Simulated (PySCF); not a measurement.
## Cr(OH)3: from structure and modes to constants

These are results of PySCF, UB3LYP, basis Cr def2-SVP, O def2-SVP, H def2-SVP (no relativity, density fitting), not measurements.

The quartet minimum has C3v symmetry. Masses (u): Cr 51.94051, O 15.99492, H 1.00782.

```xyz
7
charge 0 multiplicity 4, angstrom
Cr    0.0000    0.0000    0.0704
O     0.0000    1.7653   -0.0151
O     1.5288   -0.8827   -0.0151
O    -1.5288   -0.8827   -0.0151
H     0.0000    2.2518   -0.8514
H     1.9502   -1.1259   -0.8514
H    -1.9502   -1.1259   -0.8514
```

Harmonic wavenumbers (cm⁻¹): 160.5 (a1, ×1), 194.1 (e, ×2), 259.8 (a2, ×1), 385.7 (e, ×2), 634.8 (e, ×2), 653.1 (a1, ×1), 673.7 (a1, ×1), 764.2 (e, ×2), 3818.5 (e, ×2), 3824.0 (a1, ×1).

Find the principal moments of inertia and the rotational constants. What kind of rotor is it?

About the centre of mass I = 84.893, 84.893, 164.87 u Å². With B = 16.8576/I this gives 0.1986, 0.1986, 0.1022 cm⁻¹. The molecule is an oblate symmetric top.

Give the standard entropy (298.15 K, 1 bar) by its translational, rotational, vibrational and spin parts, and Cp.

Sackur–Tetrode with M = 102.95 u gives 166.7; rotation with symmetry number 3 gives 97.5; vibration 52.7; spin R ln 4 = 11.5. The total is 328.4 J/(mol K), and Cp = 4 R + 64.8 = 98.0 J/(mol K).

Other isomers or separated fragments may lie lower. Other spin states or occupations of the open shell can lie lower.
